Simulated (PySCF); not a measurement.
NMR data simulated for an unnamed compound:

¹H NMR (400 MHz, computed): δ 7.97 (s, 1H), 7.37 (m, 1H), 6.02 (m, 1H), 5.64 (m, 1H), 5.54 (sept, 1H), 0.62 (d, 6H).

¹³C{¹H} NMR (computed): δ 153.0 (C), 137.2 (CH), 129.9 (CH), 119.4 (CH2), -1.1 (CH3).

- GFN2-xTB geometry
- shielding tensors at PBE0/pcSseg-1 (GIAO)
- run in PySCF
- relativity neglected, one averaged value for each set of equivalent atoms, one conformer, no solvent model

Shifts are taken against calculated references (same method and geometry level): ¹H (31.72 ppm), ¹³C (186.93 ppm) against TMS.

Q: Which of these does the molecule contain: a nitrile, a benzene ring, a Si–H bond, a vinyl group CH=CH2, a Si–CH3 group, an N-methyl group?

A: 
- A nitrile: no.
- A benzene ring: no.
- A Si–H bond: yes (δH 5.54 (sept)).
- A vinyl group CH=CH2: yes (δC 119.4, 137.2; δH 5.64 (m), 6.02 (m), 7.37 (m)).
- A Si–CH3 group: yes (δC -1.1; δH 0.62 (d)).
- An N-methyl group: no.

The data belong to `C=Cc1cn([SiH](C)C)nn1`, C$_{6}$H$_{11}$N$_{3}$Si; they needn't prove each group on their own.

Carbon signals by region: 4 in the sp2 and nitrile region (100–160 ppm), 1 below 50 ppm.

Shifts are as computed. Against solution values, carbons near 30 ppm lie about +3 ppm off and those near 130 ppm about +5 ppm. Of 1211 compounds with measured shifts, 218 miss one by over three times the rms of a fit or turn the order of signals round; such compounds aren't used in these exercises. Multiplicities follow the n + 1 count of equivalent neighbours, as no J values were calculated; m marks all less simple cases, F and P coupling included.
